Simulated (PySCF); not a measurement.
PySCF 2.14 output of an unrestricted PBE calculation on a single atom or ion in dyall-av3z, with the non-relativistic Hamiltonian (point nucleus):

```
SCF conv_tol = 1e-09
number electrons alpha = 4  beta = 1
    J. P. Perdew, K. Burke, and M. Ernzerhof.,  Phys. Rev. Lett. 77, 3865 (1996)
    J. P. Perdew, K. Burke, and M. Ernzerhof.,  Phys. Rev. Lett. 78, 1396 (1997)
    J. P. Perdew, K. Burke, and M. Ernzerhof.,  Phys. Rev. Lett. 77, 3865 (1996)
    J. P. Perdew, K. Burke, and M. Ernzerhof.,  Phys. Rev. Lett. 78, 1396 (1997)
cycle= 1 E= -24.193513484097  delta_E= -0.0029  |g|= 0.00809  |ddm|= 0.0871
cycle= 2 E= -24.1935190968633  delta_E= -5.61e-06  |g|= 0.000915  |ddm|= 0.00433
cycle= 3 E= -24.193519176831  delta_E= -8e-08  |g|= 5.79e-05  |ddm|= 0.000532
cycle= 4 E= -24.19351917842  delta_E= -1.59e-09  |g|= 5.35e-06  |ddm|= 0.000132
cycle= 5 E= -24.1935191784435  delta_E= -2.35e-11  |g|= 9.39e-07  |ddm|= 1.12e-05
converged SCF energy = -24.1935191784435  <S^2> = 3.7500032  2S+1 = 4.0000016
```

The run itself started from symmetry-adapted Hartree-Fock orbitals and held the occupation by maximum overlap, on a logarithmic radial grid, so the iterations belong to that start.

Q: Which element, charge and spin multiplicity is this?

A: B (boron, neutral), multiplicity 4; the state was [He] 2s1 2p1 3d1, one real determinant (an excited configuration).

⟨L²⟩ = 8.00 against 12 for a pure F term, so this real determinant mixes terms. The outer electron is Rydberg-like, and this basis confines it to a smaller radius and binds it less than a complete one would. At PBE the highest occupied level has a positive energy, so only the finite basis holds that electron; for this excited configuration the basis is too tight for the outer shell.
